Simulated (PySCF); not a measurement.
Vertical excitations of a molecule C3H9NSi from TDDFT-B3LYP/def2-SVPD (PySCF 2.14.0), as energy in eV (oscillator strength): 6.03 (0.029), 6.66 (0.018), 7.00 (0.010), 7.08 (0.003), 7.09 (0.079), 7.32 (0.009), 7.59 (0.009), 7.66 (0.016), 7.76 (0.002), 7.90 (0.047). Lowest triplet (TDA): 5.75 eV. Geometry optimised at PBE0-D3(BJ)/def2-SVP. The values are those of a single conformer.

**Question.** Which structure fits?
A) C[Si]N(C)C
B) N[SiH]1CCC1
C) C[C@H]1NC[SiH2]1
D) CC(C)=N[SiH3]

**Answer.** B, N[SiH]1CCC1
